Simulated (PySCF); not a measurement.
C4H12W, SMILES [CH3][W]([CH3])([CH3])[CH3] (connectivity only; charge and spin as stated), neutral, multiplicity 3. Geometry: PBE0-D3(BJ)/def2-SVP. The multiplicity is an assumed one; other spin states were not compared. The def2 effective core potentials stand for the cores of W; spin–orbit coupling is left out.

Level of theory: PySCF with PBE0-D3(BJ)/def2-SVP.

Harmonic wavenumbers (cm⁻¹): 107, 107, 116, 116, 116, 175, 177, 177, 177, 514, 514, 514, 532, 532, 532, 555, 652, 652, 655, 655, 655, 1199, 1199, 1199, 1216, 1391, 1391, 1391, 1399, 1399, 1399, 1401, 1401, 2988, 2988, 2988, 2994, 3089, 3089, 3089, 3089, 3089, 3093, 3093, 3093. Rotational constants (GHz): 2.519, 2.519, 2.519; symmetry number 12.

Question: Work out the zero-point energy and the ideal-gas rigid-rotor harmonic-oscillator thermochemistry at 298.15 K and 1 atm.

Answer: ZPE = ½ Σ hcν = ½ × 60897 cm⁻¹ = 87.06 kcal/mol. H − E(el) = 94.56 kcal/mol. Entropy in cal/(mol K): translation 42.38, rotation 22.46, vibration 31.91, spin 2.18, total 98.93. G − E(el) = 65.06 kcal/mol. Cp = 39.72 cal/(mol K). Modes under 150 cm⁻¹ make the vibrational entropy uncertain.
